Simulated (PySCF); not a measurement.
ClO (SMILES [O]Cl), doublet, at a GFN2-xTB geometry, with bond 1-2 at 1.4 times its length; CASSCF(7,8)/6-31G* (PySCF).

PySCF was given this input:
```python
from pyscf import gto, scf, mcscf
import numpy

mol = gto.M(
    atom='''
Cl    0.00000000    0.00000000   -1.10883704
O     0.00000000    0.00000000    1.04723499
''',
    basis='6-31g*',
    spin=1,
    verbose=4,
)

mf = scf.ROHF(mol)
mf.kernel()
mc = mcscf.CASSCF(mf, 8, 7)
mc.fix_spin_(ss=0.75)
mc.kernel()
occ = numpy.linalg.eigvalsh(mc.fcisolver.make_rdm1(mc.ci, mc.ncas, mc.nelecas))[::-1]
ss = mc.fcisolver.spin_square(mc.ci, mc.ncas, mc.nelecas)[0]
print('natural occupations', occ.round(4), ' <S^2>', round(ss, 4))
```

Task: What does PySCF print? Leave out banner, timings and long lists.

Result: 
```
PySCF version 2.14.0

[INPUT] verbose = 4
[INPUT] num. atoms = 2
[INPUT] num. electrons = 25
[INPUT] charge = 0
[INPUT] spin (= nelec alpha-beta = 2S) = 1
[INPUT] symmetry False subgroup None
[INPUT] Mole.unit = angstrom
[INPUT] Symbol           X                Y                Z      unit          X                Y                Z       unit  Magmom
[...]
nuclear repulsion = 33.3792654808105
number of shells = 14
number of NR pGTOs = 78
number of NR cGTOs = 32
basis = 6-31g*
ecp = {}

******** <class 'pyscf.scf.rohf.ROHF'> ********
method = ROHF
initial guess = minao
damping factor = 0
level_shift factor = 0
DIIS = <class 'pyscf.scf.diis.CDIIS'>
diis_start_cycle = 1
diis_space = 8
diis_damp = 0
SCF conv_tol = 1e-09
SCF conv_tol_grad = None
SCF max_cycles = 50
direct_scf = True
direct_scf_tol = 1e-13
num. doubly occ = 12  num. singly occ = 1
Set gradient conv threshold to 3.16228e-05
init E= -533.617447635105
[...]
cycle= 1 E= -534.081117186947  delta_E= -0.464  |g|= 0.216  |ddm|= 1.08
[...]
cycle= 2 E= -534.12384611758  delta_E= -0.0427  |g|= 0.254  |ddm|= 0.428
[...]
cycle= 3 E= -534.144641928134  delta_E= -0.0208  |g|= 0.068  |ddm|= 0.142
[...]
cycle= 4 E= -534.148645711381  delta_E= -0.004  |g|= 0.0415  |ddm|= 0.148
[...]
cycle= 5 E= -534.149457712416  delta_E= -0.000812  |g|= 0.0177  |ddm|= 0.0821
[...]
cycle= 6 E= -534.150063948858  delta_E= -0.000606  |g|= 0.00616  |ddm|= 0.0452
[...]
cycle= 7 E= -534.150079920936  delta_E= -1.6e-05  |g|= 0.00243  |ddm|= 0.0103
[...]
cycle= 8 E= -534.150088182137  delta_E= -8.26e-06  |g|= 0.000206  |ddm|= 0.00478
[...]
cycle= 9 E= -534.150088244522  delta_E= -6.24e-08  |g|= 2.92e-05  |ddm|= 0.000462
[...]
cycle= 10 E= -534.150088245035  delta_E= -5.13e-10  |g|= 3.11e-06  |ddm|= 4.18e-05
[...]
Extra cycle  E= -534.150088245041  delta_E= -5.12e-12  |g|= 9.15e-07  |ddm|= 4.07e-06
converged SCF energy = -534.150088245041

******** <class 'pyscf.mcscf.mc1step.CASSCF'> ********
CAS (4e+3e, 8o), ncore = 9, nvir = 15
max_cycle_macro = 50
max_cycle_micro = 4
conv_tol = 1e-07
conv_tol_grad = None
orbital rotation max_stepsize = 0.02
orbital rotation threshold for CI restart = 0.01
augmented hessian ah_max_cycle = 30
augmented hessian ah_conv_tol = 1e-12
augmented hessian ah_linear dependence = 1e-14
augmented hessian ah_level shift = 1e-08
augmented hessian ah_start_tol = 2.5
augmented hessian ah_start_cycle = 3
augmented hessian ah_grad_trust_region = 3
kf_trust_region = 3
kf_interval = 4
ci_response_space = 4
ci_grad_trust_region = 3
with_dep4 0
natorb = False
canonicalization = True
sorting_mo_energy = False
ao2mo_level = 2
internal_rotation = False
******** <class 'pyscf.fci.addons.SpinPenaltyFCISolver'> ********
max. cycles = 50
conv_tol = 1e-08
davidson only = True
linear dependence = 1e-12
level shift = 0.001
max iter space = 12
nroots = 1
pspace_size = 400
spin = None
CASCI E = -534.239581693809  S^2 = 0.7500000
Set conv_tol_grad to 0.000316228
macro iter   1 ( 21 JK    4 micro), CASSCF E = -534.255753859560  dE = -1.61721658e-02  S^2 = 0.7500000
               |grad[o]|=0.107  |grad[c]|= 0.02  |ddm|=0.0546  |maxRot[o]|=0.263
macro iter   2 ( 21 JK    4 micro), CASSCF E = -534.257571324363  dE = -1.81746480e-03  S^2 = 0.7500000
               |grad[o]|=0.0241  |grad[c]|=0.005  |ddm|=0.00521  |maxRot[o]|=0.314
macro iter   3 ( 21 JK    4 micro), CASSCF E = -534.259129882667  dE = -1.55855830e-03  S^2 = 0.7500000
               |grad[o]|=0.0134  |grad[c]|=0.00569  |ddm|=0.00393  |maxRot[o]|=0.314
macro iter   4 ( 21 JK    4 micro), CASSCF E = -534.260877246079  dE = -1.74736341e-03  S^2 = 0.7500000
               |grad[o]|=0.00842  |grad[c]|=0.00724  |ddm|=0.00373  |maxRot[o]|=0.313
macro iter   5 ( 21 JK    4 micro), CASSCF E = -534.262517843092  dE = -1.64059701e-03  S^2 = 0.7500000
               |grad[o]|=0.00693  |grad[c]|=0.0121  |ddm|=0.00457  |maxRot[o]|=0.255
macro iter   6 ( 21 JK    4 micro), CASSCF E = -534.265407445963  dE = -2.88960287e-03  S^2 = 0.7500000
               |grad[o]|=0.00589  |grad[c]|=0.0213  |ddm|=0.025  |maxRot[o]|=0.314
macro iter   7 ( 21 JK    4 micro), CASSCF E = -534.268266736885  dE = -2.85929092e-03  S^2 = 0.7500000
               |grad[o]|=0.0115  |grad[c]|=0.0161  |ddm|=0.012  |maxRot[o]|=0.314
macro iter   8 ( 21 JK    4 micro), CASSCF E = -534.270368874769  dE = -2.10213788e-03  S^2 = 0.7500000
               |grad[o]|=0.00789  |grad[c]|=0.015  |ddm|=0.00596  |maxRot[o]|=0.314
macro iter   9 ( 19 JK    4 micro), CASSCF E = -534.271468773087  dE = -1.09989832e-03  S^2 = 0.7500000
               |grad[o]|=0.00334  |grad[c]|=0.0125  |ddm|=0.0067  |maxRot[o]|=0.276
macro iter  10 ( 13 JK    4 micro), CASSCF E = -534.271798557801  dE = -3.29784714e-04  S^2 = 0.7500000
               |grad[o]|=0.00507  |grad[c]|=0.00825  |ddm|=0.00728  |maxRot[o]|=0.159
macro iter  11 ( 11 JK    4 micro), CASSCF E = -534.271887457428  dE = -8.88996274e-05  S^2 = 0.7500000
               |grad[o]|=0.0046  |grad[c]|=0.00413  |ddm|=0.00439  |maxRot[o]|=0.0785
macro iter  12 ( 11 JK    4 micro), CASSCF E = -534.271911730035  dE = -2.42726063e-05  S^2 = 0.7500000
               |grad[o]|=0.00247  |grad[c]|=0.00207  |ddm|=0.0025  |maxRot[o]|=0.0443
macro iter  13 ( 12 JK    4 micro), CASSCF E = -534.271918373835  dE = -6.64380002e-06  S^2 = 0.7500000
               |grad[o]|=0.00124  |grad[c]|=0.00113  |ddm|=0.00136  |maxRot[o]|=0.0252
macro iter  14 ( 10 JK    3 micro), CASSCF E = -534.271920397419  dE = -2.02358410e-06  S^2 = 0.7500000
               |grad[o]|=0.00065  |grad[c]|=0.000715  |ddm|=0.000983  |maxRot[o]|=0.0121
macro iter  15 (  7 JK    2 micro), CASSCF E = -534.271921279645  dE = -8.82225777e-07  S^2 = 0.7500000
               |grad[o]|=0.000362  |grad[c]|=0.000599  |ddm|=0.000595  |maxRot[o]|=0.00577
macro iter  16 (  6 JK    2 micro), CASSCF E = -534.271922000635  dE = -7.20990556e-07  S^2 = 0.7500000
               |grad[o]|=0.000285  |grad[c]|=0.000537  |ddm|=0.00057  |maxRot[o]|=0.00462
[...]
               |grad[o]|=0.000297  |grad[c]|=0.000502  |ddm|=0.00064  |maxRot[o]|=0.00555
macro iter  23 (  7 JK    2 micro), CASSCF E = -534.271926670899  dE = -7.45818511e-07  S^2 = 0.7500000
               |grad[o]|=0.000301  |grad[c]|=0.000511  |ddm|=0.000691  |maxRot[o]|=0.00587
macro iter  24 (  7 JK    2 micro), CASSCF E = -534.271927459426  dE = -7.88527359e-07  S^2 = 0.7500000
               |grad[o]|=0.000322  |grad[c]|=0.000525  |ddm|=0.000697  |maxRot[o]|=0.00603
macro iter  25 (  7 JK    2 micro), CASSCF E = -534.271928297106  dE = -8.37680091e-07  S^2 = 0.7500000
               |grad[o]|=0.000324  |grad[c]|=0.000539  |ddm|=0.000729  |maxRot[o]|=0.00632
macro iter  26 (  7 JK    2 micro), CASSCF E = -534.271929189078  dE = -8.91971240e-07  S^2 = 0.7500000
               |grad[o]|=0.000347  |grad[c]|=0.000558  |ddm|=0.00077  |maxRot[o]|=0.00656
macro iter  27 (  9 JK    3 micro), CASSCF E = -534.271930553615  dE = -1.36453707e-06  S^2 = 0.7500000
               |grad[o]|=0.000348  |grad[c]|=0.000581  |ddm|=0.00115  |maxRot[o]|=0.00894
macro iter  28 (  9 JK    4 micro), CASSCF E = -534.271932542361  dE = -1.98874591e-06  S^2 = 0.7500000
               |grad[o]|=0.000358  |grad[c]|=0.000611  |ddm|=0.00154  |maxRot[o]|=0.0127
macro iter  29 (  9 JK    4 micro), CASSCF E = -534.271934828477  dE = -2.28611623e-06  S^2 = 0.7500000
               |grad[o]|=0.000388  |grad[c]|=0.000651  |ddm|=0.00187  |maxRot[o]|=0.0147
macro iter  30 ( 10 JK    4 micro), CASSCF E = -534.271937316420  dE = -2.48794368e-06  S^2 = 0.7500000
               |grad[o]|=0.000402  |grad[c]|=0.0007  |ddm|=0.00192  |maxRot[o]|=0.0151
macro iter  31 ( 11 JK    4 micro), CASSCF E = -534.271940081468  dE = -2.76504727e-06  S^2 = 0.7500000
               |grad[o]|=0.000455  |grad[c]|=0.000704  |ddm|=0.00209  |maxRot[o]|=0.0163
macro iter  32 ( 10 JK    4 micro), CASSCF E = -534.271942999652  dE = -2.91818469e-06  S^2 = 0.7500000
               |grad[o]|=0.000464  |grad[c]|=0.000781  |ddm|=0.00207  |maxRot[o]|=0.0164
macro iter  33 ( 11 JK    4 micro), CASSCF E = -534.271946130006  dE = -3.13035400e-06  S^2 = 0.7500000
               |grad[o]|=0.000478  |grad[c]|=0.00076  |ddm|=0.00213  |maxRot[o]|=0.017
macro iter  34 ( 10 JK    4 micro), CASSCF E = -534.271949390273  dE = -3.26026691e-06  S^2 = 0.7500000
               |grad[o]|=0.00048  |grad[c]|=0.000826  |ddm|=0.00217  |maxRot[o]|=0.0172
macro iter  35 ( 11 JK    4 micro), CASSCF E = -534.271952839274  dE = -3.44900036e-06  S^2 = 0.7500000
               |grad[o]|=0.000484  |grad[c]|=0.000794  |ddm|=0.00227  |maxRot[o]|=0.018
macro iter  36 ( 10 JK    4 micro), CASSCF E = -534.271956298022  dE = -3.45874798e-06  S^2 = 0.7500000
               |grad[o]|=0.000492  |grad[c]|=0.000866  |ddm|=0.00219  |maxRot[o]|=0.0177
macro iter  37 ( 12 JK    4 micro), CASSCF E = -534.271959851669  dE = -3.55364750e-06  S^2 = 0.7500000
               |grad[o]|=0.000507  |grad[c]|=0.000827  |ddm|=0.00223  |maxRot[o]|=0.0179
macro iter  38 ( 11 JK    4 micro), CASSCF E = -534.271963407402  dE = -3.55573331e-06  S^2 = 0.7500000
               |grad[o]|=0.000513  |grad[c]|=0.000846  |ddm|=0.00222  |maxRot[o]|=0.0179
macro iter  39 ( 11 JK    4 micro), CASSCF E = -534.271967042452  dE = -3.63504989e-06  S^2 = 0.7500000
               |grad[o]|=0.000506  |grad[c]|=0.000822  |ddm|=0.00235  |maxRot[o]|=0.0186
macro iter  40 ( 10 JK    4 micro), CASSCF E = -534.271970559649  dE = -3.51719655e-06  S^2 = 0.7500000
               |grad[o]|=0.000504  |grad[c]|=0.000866  |ddm|=0.00225  |maxRot[o]|=0.018
macro iter  41 ( 11 JK    4 micro), CASSCF E = -534.271974071298  dE = -3.51164886e-06  S^2 = 0.7500000
               |grad[o]|=0.000497  |grad[c]|=0.000807  |ddm|=0.0023  |maxRot[o]|=0.0182
macro iter  42 ( 10 JK    4 micro), CASSCF E = -534.271977458123  dE = -3.38682560e-06  S^2 = 0.7500000
               |grad[o]|=0.000492  |grad[c]|=0.000848  |ddm|=0.00226  |maxRot[o]|=0.0179
macro iter  43 (  7 JK    2 micro), CASSCF E = -534.271979179029  dE = -1.72090517e-06  S^2 = 0.7500000
               |grad[o]|=0.000475  |grad[c]|=0.000761  |ddm|=0.00146  |maxRot[o]|=0.00966
macro iter  44 (  6 JK    2 micro), CASSCF E = -534.271980844163  dE = -1.66513485e-06  S^2 = 0.7500000
               |grad[o]|=0.000432  |grad[c]|=0.000752  |ddm|=0.00138  |maxRot[o]|=0.00954
macro iter  45 ( 11 JK    4 micro), CASSCF E = -534.271983771982  dE = -2.92781908e-06  S^2 = 0.7500000
               |grad[o]|=0.000439  |grad[c]|=0.000813  |ddm|=0.0016  |maxRot[o]|=0.0144
macro iter  46 ( 11 JK    4 micro), CASSCF E = -534.271986648843  dE = -2.87686100e-06  S^2 = 0.7500000
               |grad[o]|=0.000448  |grad[c]|=0.000804  |ddm|=0.00181  |maxRot[o]|=0.0154
macro iter  47 ( 11 JK    4 micro), CASSCF E = -534.271989381512  dE = -2.73266824e-06  S^2 = 0.7500000
               |grad[o]|=0.000437  |grad[c]|=0.000785  |ddm|=0.00176  |maxRot[o]|=0.0149
macro iter  48 ( 11 JK    4 micro), CASSCF E = -534.271992008058  dE = -2.62654623e-06  S^2 = 0.7500000
               |grad[o]|=0.000424  |grad[c]|=0.000744  |ddm|=0.00183  |maxRot[o]|=0.0151
macro iter  49 ( 10 JK    4 micro), CASSCF E = -534.271994457114  dE = -2.44905561e-06  S^2 = 0.7500000
               |grad[o]|=0.000408  |grad[c]|=0.000739  |ddm|=0.00171  |maxRot[o]|=0.0144
macro iter  50 ( 10 JK    4 micro), CASSCF E = -534.271996817265  dE = -2.36015126e-06  S^2 = 0.7500000
               |grad[o]|=0.000399  |grad[c]|=0.000701  |ddm|=0.00186  |maxRot[o]|=0.015
1-step CASSCF not converged,  50 macro (569 JK 170 micro) steps
CASSCF canonicalization
Density matrix diagonal elements [1.68409849 1.98220584 1.98171833 1.0114734  0.31413671 0.01029883
 0.00652826 0.00954013]
CASSCF energy = -534.271996817265
CASCI E = -534.271996817265  E(CI) = -12.0696697948869  S^2 = 0.7500000
natural occupations [1.9879 1.9824 1.6841 1.0053 0.3156 0.0096 0.0093 0.0058]  <S^2> 0.75
```

The run did not converge; its last values are not results.
